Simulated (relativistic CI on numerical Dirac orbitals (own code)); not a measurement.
**Hyperfine structure of Au11+, mass number 197**

Calculated at this level of theory: Dirac-Coulomb-Breit CI, orbitals from a KLI potential per configuration, QED by a radiative potential, unscaled Slater integrals (own radial code, finite nucleus).

Configuration list (outside the closed core [Kr] 4d10): 4f¹⁴5s²5p⁶, 4f¹⁴5s²5p⁵5d, 4f¹⁴5s5p⁶5d, 4f¹⁴5s²5p⁵5f, 4f¹³5s²5p⁶5d, 4f¹⁴5s²5p⁵5g, 4f¹⁴5s²5p⁵6s, 4f¹⁴5s5p⁶5f, 4f¹⁴5s²5p⁵6p, 4f¹⁴5s5p⁶5g, 4f¹⁴5p⁶5d², 4f¹⁴5p⁵5d³, 4f¹⁴5p⁵5d²5f, 4f¹³5p⁶5d³, 4f¹⁴5p⁵5d²5g, 4f¹⁴5p⁵5d²6s. Double excitations out of closed p, d and f shells are left out; levels of such configurations are missing from the list, as are those of other unlisted configurations, and high levels can miss mixing partners. These lack a partner that the ground configuration has and come out too high: 4f¹⁴5s²5p⁵6p.

Nuclear spin I = 3/2, μ = 0.1452 μN, Q = 0.547 b (tables of Stone and Pyykkö). The electronic factors are computed for point nuclear moments, without core polarisation or the Bohr-Weisskopf and QED corrections.

```json
{"Level": "4f¹⁴5s²5p⁵5d ³P°1", "E (cm⁻¹)": "453316", "A (MHz)": "449.8", "B (MHz)": "2730"}
{"Level": "4f¹⁴5s²5p⁵5d ³F°3", "E (cm⁻¹)": "467032", "A (MHz)": "726.7", "B (MHz)": "-10700"}
{"Level": "4f¹⁴5s²5p⁵5d ³D°2", "E (cm⁻¹)": "470421", "A (MHz)": "637", "B (MHz)": "-842"}
{"Level": "4f¹⁴5s²5p⁵5d ³F°4", "E (cm⁻¹)": "478147", "A (MHz)": "492.2", "B (MHz)": "-10300"}
{"Level": "4f¹⁴5s²5p⁵5d ¹D°2", "E (cm⁻¹)": "487164", "A (MHz)": "280", "B (MHz)": "6370"}
{"Level": "4f¹⁴5s²5p⁵5d ³D°3", "E (cm⁻¹)": "504988", "A (MHz)": "419.5", "B (MHz)": "3920"}
{"Level": "4f¹⁴5s²5p⁵5d ³D°1", "E (cm⁻¹)": "549167", "A (MHz)": "-494", "B (MHz)": "1600"}
{"Level": "4f¹⁴5s²5p⁵5d ³F°2", "E (cm⁻¹)": "619469", "A (MHz)": "2934", "B (MHz)": "3550"}
```

Levels with J = 0, under 50 % of one LS term, or S terms without an open s electron are left out. Small factors come from cancelling terms and can be off by tens of per cent or more.

At this charge energies of transitions that change n are usually good to better than 1 %, and those within a shell (Δn = 0) to a few per cent. Levels and lines within the n = 5 or 6 shells can be off by up to 10 % or somewhat more, and those that change n by about 2 %, since core polarisation is missing.

Task: Give the hyperfine levels of 4f¹⁴5s²5p⁵5d ³F°2 relative to its centre of gravity.

Result: With K = F(F + 1) − I(I + 1) − J(J + 1), E = AK/2 + B[¾K(K + 1) − I(I + 1)J(J + 1)]/[2I(2I − 1)J(2J − 1)]: F = 1/2: -10100, F = 3/2: -8803, F = 5/2: -3683, F = 7/2: 9689 MHz.

LS names give the leading component of a level, which can be under half, so a name can repeat, a term be missing and a line seem to break the LS rules.
